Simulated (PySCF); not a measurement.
Isomers of C7H14OSi, mass 142.081 u with the commonest isotopes. Level of theory: PBE0/pcSseg-1 in PySCF (dipole) on a GFN2-xTB geometry, gas phase. One conformer each, none proved a minimum here; rigid rotors.

Problem. Order these by out-of-plane moment Σ m c² = (Ia + Ib − Ic)/2, smallest first.
A. `[CH3:1][C:2]#[C:3][CH2:4][SiH2:5][O:6][CH2:7][CH2:8][CH3:9]` with C3–C4–Si5–O6 180°, C4–Si5–O6–C7 180°, Si5–O6–C7–C8 180°, O6–C7–C8–C9 180°
B. `[CH2:1]=[CH:2]/[C:3](=[CH:4]\[CH2:5][O:6][SiH3:7])[CH2:8][CH3:9]` with C1–C2–C3–C4 177°, C3–C4–C5–O6 -177°, C4–C5–O6–Si7 175°, C2–C3–C8–C9 83°
C. `[CH:1]#[C:2][C@:3]([CH3:4])([CH2:5][OH:6])[CH2:7][SiH2:8][CH3:9]` with C2–C3–C5–O6 180°, C3–C5–O6–H -66°, C2–C3–C7–Si8 168°, C3–C7–Si8–C9 -91°
D. `[CH2:1]=[CH:2][C@@:3]1([O:4][CH2:5][CH3:6])[SiH2:7][C@@H:8]1[CH3:9]` with C1–C2–C3–O4 176°, C2–C3–O4–C5 71°, C3–O4–C5–C6 169°
E. `[CH3:1][CH2:2][C:3](=[O:4])/[CH:5]=[CH:6]/[SiH:7]([CH3:8])[CH3:9]` with C1–C2–C3–O4 1°, C2–C3–C5–C6 180°, C5–C6–Si7–C8 -173°
F. `[CH2:1]=[C:2]([CH3:3])[C@@H:4]1[CH2:5][O:6][CH2:7][CH2:8][SiH2:9]1` with C1–C2–C4–C5 30°, C2–C4–C5–O6 -71°, C4–C5–O6–C7 -70°, C5–O6–C7–C8 72°, O6–C7–C8–Si9 -58°
G. `[CH2:1]=[C:2]1[CH2:3][CH2:4][CH2:5][CH2:6][C@@H:7]1[O:8][SiH3:9]` with C6–C7–O8–Si9 177°, C1–C2–C3–C4 123°, C2–C3–C4–C5 57°, C3–C4–C5–C6 -58°, C4–C5–C6–C7 58°

Solution. A (10.71 u·Å²), B (26.08 u·Å²), E (31.47 u·Å²), F (73.17 u·Å²), G (83.33 u·Å²), C (98.76 u·Å²), D (105.25 u·Å²).

Problem. Order these by dipole moment, largest first.
A. `[CH2:1]=[C:2]([CH3:3])[C@@H:4]1[CH2:5][O:6][CH2:7][CH2:8][SiH2:9]1` with C1–C2–C4–C5 30°, C2–C4–C5–O6 -71°, C4–C5–O6–C7 -70°, C5–O6–C7–C8 72°, O6–C7–C8–Si9 -58°
B. `[CH2:1]=[CH:2]/[C:3](=[CH:4]\[CH2:5][O:6][SiH3:7])[CH2:8][CH3:9]` with C1–C2–C3–C4 177°, C3–C4–C5–O6 -177°, C4–C5–O6–Si7 175°, C2–C3–C8–C9 83°
C. `[CH3:1][CH2:2][C:3](=[O:4])/[CH:5]=[CH:6]/[SiH:7]([CH3:8])[CH3:9]` with C1–C2–C3–O4 1°, C2–C3–C5–C6 180°, C5–C6–Si7–C8 -173°
D. `[CH:1]#[C:2][C@:3]([CH3:4])([CH2:5][OH:6])[CH2:7][SiH2:8][CH3:9]` with C2–C3–C5–O6 180°, C3–C5–O6–H -66°, C2–C3–C7–Si8 168°, C3–C7–Si8–C9 -91°

Solution. C (2.59 D), D (1.67 D), A (1.29 D), B (0.91 D).

Problem. Order these by rotational constant B, largest first.
A. `[CH2:1]=[CH:2][C@@:3]1([O:4][CH2:5][CH3:6])[SiH2:7][C@@H:8]1[CH3:9]` with C1–C2–C3–O4 176°, C2–C3–O4–C5 71°, C3–O4–C5–C6 169°
B. `[CH3:1][CH2:2][C:3](=[O:4])/[CH:5]=[CH:6]/[SiH:7]([CH3:8])[CH3:9]` with C1–C2–C3–O4 1°, C2–C3–C5–C6 180°, C5–C6–Si7–C8 -173°
C. `[CH3:1][C:2]#[C:3][CH2:4][SiH2:5][O:6][CH2:7][CH2:8][CH3:9]` with C3–C4–Si5–O6 180°, C4–Si5–O6–C7 180°, Si5–O6–C7–C8 180°, O6–C7–C8–C9 180°
D. `[CH2:1]=[CH:2]/[C:3](=[CH:4]\[CH2:5][O:6][SiH3:7])[CH2:8][CH3:9]` with C1–C2–C3–C4 177°, C3–C4–C5–O6 -177°, C4–C5–O6–Si7 175°, C2–C3–C8–C9 83°
E. `[CH:1]#[C:2][C@:3]([CH3:4])([CH2:5][OH:6])[CH2:7][SiH2:8][CH3:9]` with C2–C3–C5–O6 180°, C3–C5–O6–H -66°, C2–C3–C7–Si8 168°, C3–C7–Si8–C9 -91°
F. `[CH2:1]=[C:2]([CH3:3])[C@@H:4]1[CH2:5][O:6][CH2:7][CH2:8][SiH2:9]1` with C1–C2–C4–C5 30°, C2–C4–C5–O6 -71°, C4–C5–O6–C7 -70°, C5–O6–C7–C8 72°, O6–C7–C8–Si9 -58°
G. `[CH2:1]=[C:2]1[CH2:3][CH2:4][CH2:5][CH2:6][C@@H:7]1[O:8][SiH3:9]` with C6–C7–O8–Si9 177°, C1–C2–C3–C4 123°, C2–C3–C4–C5 57°, C3–C4–C5–C6 -58°, C4–C5–C6–C7 58°

Solution. F (1143 MHz), G (1079 MHz), A (1046 MHz), E (858.6 MHz), D (505.3 MHz), B (486.9 MHz), C (355.8 MHz).

| SMILES | point group | Ia (u·Å²) | Ib (u·Å²) | Ic (u·Å²) | κ | μa (D) | μb (D) | μc (D) |
| --- | --- | --- | --- | --- | --- | --- | --- | --- |
| C#C[C@](C)(CO)C[SiH2]C | C1 | 232.57 | 588.63 | 623.67 | -0.93 | 1.35 | 0.88 | 0.44 |
| C=C/C(=C\CO[SiH3])CC | C1 | 173.99 | 1000.18 | 1122.01 | -0.96 | 0.37 | 0.77 | 0.30 |
| C=C(C)[C@@H]1COCC[SiH2]1 | C1 | 246.71 | 442.03 | 542.41 | -0.62 | 0.17 | 1.14 | 0.58 |
| CCC(=O)/C=C/[SiH](C)C | C1 | 150.26 | 1037.93 | 1125.26 | -0.97 | 1.22 | 2.18 | 0.69 |
| CC#CC[SiH2]OCCC | Cs | 59.34 | 1420.34 | 1458.27 | -1.00 | 0.71 | 0.54 | 0.00 |
| C=C1CCCC[C@@H]1O[SiH3] | C1 | 256.83 | 468.42 | 558.60 | -0.67 | 0.62 | 0.55 | 0.23 |
| C=C[C@@]1(OCC)[SiH2][C@@H]1C | C1 | 312.11 | 483.28 | 584.89 | -0.52 | 0.26 | 0.10 | 0.87 |
